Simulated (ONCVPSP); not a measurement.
## u(r) = r·R(r): atom against pseudo-atom (Zr (Z = 40))

Columns: radius, all-electron u(r) and pseudo u(r) of the 4p shell (level -32.51 eV) of zirconium in the configuration [Ar] 3d10 4s2 4p6 4d2 5s2; LDA (Perdew-Wang 92), scalar-relativistic, ONCV scheme, ONCVPSP 4.0.1.

```csv
r (bohr),all-electron,pseudo
0.150,0.1035,0.0375
0.300,-0.4736,0.1441
0.450,-0.3362,0.3030
0.600,0.1102,0.4880
0.750,0.5247,0.6681
0.900,0.7995,0.8140
1.050,0.9344,0.9052
1.200,0.9635,0.9342
1.350,0.9241,0.9074
1.500,0.8461,0.8398
1.650,0.7506,0.7492
1.800,0.6511,0.6510
1.950,0.5556,0.5556
2.100,0.4684,0.4683
2.250,0.3911,0.3911
2.400,0.3242,0.3242
2.550,0.2672,0.2672
2.700,0.2192,0.2192
2.850,0.1792,0.1792
3.000,0.1460,0.1460
3.150,0.1186,0.1186
3.300,0.0962,0.0962
3.450,0.0778,0.0778
3.600,0.0629,0.0629
3.750,0.0507,0.0507
3.900,0.0408,0.0408
```

**Question.** How many radial nodes do the two functions have?

**Answer.** The all-electron 4p function has n − l − 1 = 2; the pseudo-wave has 0, since the states of the same l below it are removed with the core.

**Question.** At about which radius was the pseudo-wave matched?

**Answer.** 1.95 bohr, where the columns begin to agree (steps of 0.15 bohr).

**Question.** Where does each function peak?

**Answer.** Outermost all-electron maximum near 1.20 bohr, pseudo maximum near 1.20 bohr (to the table’s step).

**Question.** Is the pseudo-wave norm-conserving?

**Answer.** Yes: the ONCV scheme keeps the norm inside the radius equal to the all-electron one, which fixes the energy derivative of the logarithmic derivative at the level.
